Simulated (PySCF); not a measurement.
Gas-phase reaction: GaCl₃ + H₂ → GaH₂Cl + Cl₂

Method: PySCF energies plus ideal-gas RRHO corrections (1 bar). † marks an energy on the PBE0/def2-TZVP geometry and frequencies; other levels use their own. CCSD(T) freezes the core. 6-31G* has spherical d functions here. All species are closed-shell singlets. B3LYP is the form with VWN-RPA correlation. Ga: all electrons, no relativistic terms. GaH₂Cl: computed as isolated molecules; such fragments, hydroxides, amides, oligomers or adducts are transient or little studied in the gas. CCSD(T) isn't extrapolated to the basis-set limit; its ΔH°(298 K) is 403.9 kJ in def2-SVP and 383.5 kJ in def2-TZVPP. The harmonic model lacks anharmonicity and excited electronic states, which grow with temperature; levels with a mode under 35 cm⁻¹ are left out.

```
level                ΔE electronic, kJ  ΔH°(298 K), kJ  ΔS°(298 K), J/K  ΔG°(1600 K), kJ
-------------------  -----------------  --------------  ---------------  ---------------
B3LYP/6-31G*                       371             369               31              332
CCSD(T)/def2-TZVPP†                384             383               31              347
HF/6-31G*                          393             393               33              355
PBE/def2-SVP                       371             370               31              334
PBE/def2-TZVP†                     352             351               31              315
PBE0/def2-QZVP†                    362             362               31              325
PBE0/def2-TZVP                     367             366               31              330
r2SCAN/def2-TZVP†                  383             382               31              346
ωB97M-V/def2-TZVP†                 371             371               31              335
ωB97X-V/def2-TZVP†                 374             374               31              337
```
ΔH° is lowest at PBE/def2-TZVP† and highest at HF/6-31G*. No reference value is set beside these.
